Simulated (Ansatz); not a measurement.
Ge₃Sb₂⁻. Charge -1, multiplicity 2. Geometry r2SCAN-D4/def2-SVPD, basis def2-TZVPD, Ansatz.

| atom | x (Å) | y (Å) | z (Å) |
| --- | --- | --- | --- |
| Sb1 | -0.0887 | 1.8162 | 0.9193 |
| Sb2 | 0.4372 | -1.9306 | -0.4828 |
| Ge3 | 1.6537 | 0.4242 | -0.5132 |
| Ge4 | -0.9999 | 0.3283 | -1.2523 |
| Ge5 | -1.0023 | -0.6380 | 1.3290 |

```csv
run,HOMO (eV),LUMO (eV)
A,-1.33,1.70
B,0.00,0.44
C,-0.26,0.53
D,-0.77,1.01
E,-0.10,0.57
```

In the def2 sets Sb takes a core potential; there is no spin–orbit coupling. The structure comes from a short search, and lower isomers may exist.

HOMO and LUMO are taken over both spins.

Question: The runs used B97M-V, BHLYP, PBE, PBE0, r2SCAN. Estimate which is which.

Answer: A BHLYP (50 % exact exchange); B PBE (0 % exact exchange); C r2SCAN (0 % exact exchange); D PBE0 (25 % exact exchange); E B97M-V (0 % exact exchange). Exact exchange lowers occupied and raises empty levels; among semilocal functionals meta-GGAs tend to open the gap a little, and such runs are hard to tell apart. The gap grows from 0.44 eV (PBE) to 3.03 eV (BHLYP).
